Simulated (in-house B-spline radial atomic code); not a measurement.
Ionising As VI (As5+) with different functionals

Computed with a B-spline radial code for spherical atoms: non-relativistic Hamiltonian, point nucleus, spin-polarised at highest spin, spherical fractional occupations for the functionals, and exact exchange of hybrids averaged over the configuration. The ionisation energy is the difference of two self-consistent energies, [Ar] 3d10 → [Ar] 3d9, without Breit or QED terms; ε is the level of the shell that loses the electron (its least bound occupied spin orbital). There is no spin-orbit coupling in this Hamiltonian.

```tsv
method	rung	ΔSCF (eV)	-ε(3d) (eV)
PBE0	global hybrid	121.85	112.26
B3LYP	global hybrid	122.00	111.52
TPSSh	global hybrid	?	?
M06-2X	global hybrid	121.45	117.03
BHandHLYP	global hybrid	?	?
r2SCAN0	global hybrid	122.35	112.85
B97-1	global hybrid	121.86	111.54
HSE06	range-separated hybrid	121.80	111.79
wB97X	range-separated hybrid	121.51	114.03
CAM-B3LYP	range-separated hybrid	121.95	113.53
LC-wPBE	range-separated hybrid	121.93	113.66
```

(1) What does TPSSh give?

(2) What does BHandHLYP give?

(3) Among the functionals, which spreads more, the ΔSCF values or the orbital energies?

(4) How do they compare with the NIST value?

Answers

(1) ΔSCF 121.84 eV, and -ε(3d) = 109.57 eV.

(2) ΔSCF 121.64 eV, and -ε(3d) = 116.56 eV.

(3) The orbital energies: ΔSCF values span about 0.90 eV and the orbital energies 7.46 eV; here energy differences depend much less on the functional than eigenvalues do.

(4) NIST lists 121.19 eV ± 0.06 (measured, ground level to ground level). Errors run from +0.26 to +1.16 eV; M06-2X is closest (+0.26 eV), but part of that can be cancellation, since the calculations leave out relativity, Breit-QED terms, multiplet and fine-structure energies.
